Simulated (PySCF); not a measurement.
SiFClBr2, SMILES F[Si](Cl)(Br)Br. Atoms are numbered in the order given.

```xyz
5

F      1.9294     0.6770     0.0000
Si     0.3398     0.4199     0.0000
Cl    -0.5886     2.2402     0.0000
Br    -0.1731    -0.7151    -1.8158
Br    -0.1731    -0.7151     1.8158
```

Geometry optimised at B3LYP-D3(BJ)/def2-SVP.

Calculation: HF/def2-TZVP (PySCF).

Symmetry labels are those of the subgroup Cs that the program uses (full group Cs).

Computed valence orbital energies around the gap with their symmetry:
```
orbital  symmetry  energy (eV)
-------  --------  -----------
HOMO−7         A'       -15.14
HOMO−6         A"       -14.88
HOMO−5         A'       -13.89
HOMO−4         A"       -13.36
HOMO−3         A'       -12.85
HOMO−2         A'       -12.48
HOMO−1         A"       -12.20
HOMO           A"       -11.92
LUMO           A'         2.53
LUMO+1         A'         3.81
LUMO+2         A"         4.30
LUMO+3         A'         4.33
```
